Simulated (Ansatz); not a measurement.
Species: BeO (charge 0, singlet). SMILES: [O]=[Be]
Geometry: optimised at B3LYP-D3(BJ)/def2-TZVP (Ansatz, a program for electronic structure).

Atomisation energy built up term by term with Ansatz (kcal/mol; UHF references for open shells; valence terms freeze the core; atomic spin-orbit terms are left out; no core correlation term is included; no scalar relativity (X2C) term is included). CBS marks a two-point X^-3 extrapolation of the correlation energy; Hartree-Fock from the larger set.

The T1 diagnostic of CCSD in the largest basis is 0.039, which is high, so the coupled-cluster rows are less sure than usual.

| term | basis | kcal/mol |
|---|---|---|
| Hartree-Fock | def2-QZVPPD | 37.68 |
| CCSD correlation | CBS(def2-TZVPPD,def2-QZVPPD) | … |
| (T) | CBS(def2-TZVPPD,def2-QZVPPD) | … |
| sum: De |  | … |

**Question.** Some entries are withheld; supply them.

**Answer.** 
- CCSD correlation, kcal/mol: 58.28
- (T), kcal/mol: 8.53
- sum: De, kcal/mol: 104.5
